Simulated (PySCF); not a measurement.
Working out the ionisation energy of As

As [Ar] 3d10 4s2 4p3 (4S) → As⁺ [Ar] 3d10 4s2 4p2 (3P). Calculation: PySCF 2.14, in aug-cc-pVDZ-DK; the spin-free X2C one-electron Hamiltonian (Gaussian nucleus). Frozen: [Ar] 3d10. Energies in hartree (1 hartree = 27.21139 eV):

| part | As (lower) | As⁺ (upper) |
| --- | --- | --- |
| UHF | -2258.917865 | -2258.571121 |
| CCSD correlation | -0.071364 | -0.059123 |
| (T) | -0.001110 | -0.000716 |

Task: What does Hartree-Fock give?

Result: (-2258.571121) − (-2258.917865) = 0.346744 hartree = 9.435 eV.

Task: What do CCSD and CCSD(T) give?

Result: The CCSD correlation energies differ by 0.012241 hartree = 0.333 eV and the triples by 0.000394 hartree = 0.011 eV, so CCSD gives 9.768 eV and CCSD(T) 9.779 eV.

Measured between the centres of the two terms (NIST): 10.008 eV, so CCSD(T) (valence) is off by -0.229 eV.

A double-zeta basis recovers only part of the correlation energy.

What remains against the reference includes basis incompleteness, the frozen core and higher excitations.
